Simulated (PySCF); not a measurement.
Se(I)(GeH3) (GeH₃ISe), SMILES [GeH3][Se]I. Atoms are numbered in the order given.

```xyz
6

Se     1.1634    -0.4489     0.0000
I     -0.3179     1.6524     0.0000
Ge    -0.6206    -2.0376     0.0000
H      0.0953    -3.4032     0.0000
H     -1.4728    -1.8536     1.2671
H     -1.4728    -1.8536    -1.2671
```

The structure is a stationary point at B3LYP-D3(BJ)/def2-SVP. The structure was generated by enumeration, and PubChem lists no compound with its InChIKey, so it may never have been made. The def2 effective core potentials stand for the cores of I; spin–orbit coupling is left out.

Method: PBE0/def2-TZVPD in PySCF.

Mulliken values depend strongly on the basis, most of all with diffuse functions as here. ESP charges are fitted to the potential on shells at 1.4 to 2.0 van der Waals radii. Atomic charges (e):

```
atom  ESP fit  Mulliken
----  -------  --------
Se1     -0.08     -0.21
I2      -0.02     -0.03
Ge3      0.00     -0.07
H4       0.07      0.09
H5       0.02      0.11
H6       0.02      0.11
```
